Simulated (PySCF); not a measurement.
SbI₂, SMILES [I][Sb][I], multiplicity 2.

Geometry optimised at B3LYP-D3(BJ)/def2-SVP. The multiplicity is an assumed one; other spin states were not compared. The isomer is the one that the SMILES or the coordinates give; other isomers of the formula were not compared. The def2 effective core potentials stand for the cores of I, Sb; spin–orbit coupling is left out.

Calculation: TDA-CAM-B3LYP/def2-SVPD run with PySCF.

Vertical excitations. 

### Question
Give excitation energies, oscillator strengths and character. (The exact figures need the calculation; the answer reports its results.)

### Answer

```csv
state,energy (eV),λ (nm),f,main pairs
root 1,2.12,586,0.000,α HOMO→LUMO 97 %
root 2,2.44,508,0.000,α HOMO→LUMO+1 96 %
root 3,2.94,422,0.001,β HOMO−2→LUMO 95 %
root 4,3.03,409,0.000,β HOMO→LUMO 99 %
root 5,3.23,383,0.017,β HOMO−1→LUMO 92 %
root 6,3.54,350,0.001,"α HOMO−1→LUMO 53 %, α HOMO−2→LUMO+1 10 %, β HOMO→LUMO+1 30 %"
root 7,3.59,345,0.000,"α HOMO−2→LUMO 51 %, β HOMO−2→LUMO+1 29 %, β HOMO−3→LUMO 7 %"
root 8,3.70,335,0.004,β HOMO−3→LUMO 84 %
root 9,3.85,322,0.000,"α HOMO−3→LUMO 30 %, β HOMO−1→LUMO+1 54 %"
root 10,4.03,308,0.001,β HOMO−4→LUMO 69 %
```
Unrestricted roots are not spin-pure.
